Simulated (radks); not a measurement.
Values are calculated unless marked as measured or tabulated.
Neutral lanthanum inside a hard spherical wall (all orbitals vanish at R), configuration held at [Xe] 5d1 6s2 and not refilled when levels cross. Code: a radial shooting solver on a logarithmic mesh with Libxc functionals. Model: scalar-relativistic Kohn-Sham, PBEsol, spin-polarised, spherical densities, finite nucleus; open shells are filled with parallel spins first (spin-orbit coupling, left out, can overturn this in heavy ions); Fermi nuclear charge, rms radius 4.855 fm. Eigenvalues in eV for spin up, with the zero of energy where the potential of the charges vanishes at infinity; a dash marks a level that is unbound or too diffuse for the functional's potential to be trusted. A positive occupied level is held by the wall or, in an anion where self-interaction has pushed it up, behind a barrier. The pressure on the wall is -dE/dV.

R (bohr)  E (hartree)  kinetic (hartree)    e(5s)    e(5p)   e(6s)   e(5d)  e(6p, empty)  e(7s, empty)  pressure (GPa)
free       -8489.6359           8978.621  -39.053  -22.564  -3.850  -3.324        -1.411             -               0
20         -8489.6359           8978.621  -39.053  -22.564  -3.850  -3.324        -1.411         0.043        < 0.0001
15         -8489.6359           8978.622  -39.050  -22.560  -3.848  -3.321        -1.399         0.419        0.000292
12         -8489.6353           8978.627  -39.008  -22.520  -3.817  -3.286        -1.314         1.290         0.00879
10         -8489.6321           8978.654  -38.842  -22.356  -3.685  -3.146        -1.044         2.868          0.0848
5          -8489.2000           8980.468  -33.857  -17.642   3.826   1.728        10.076        35.519            42.3
3          -8484.3482           8998.112  -16.398    0.726  56.770  26.681        73.756        170.44            2120
2.5        -8477.6014           9020.069    0.128   19.982  113.10  52.610        136.10        289.18            7910
2          -8458.5450           9077.611   41.779   68.691  243.14  114.32        275.02        540.85           37600
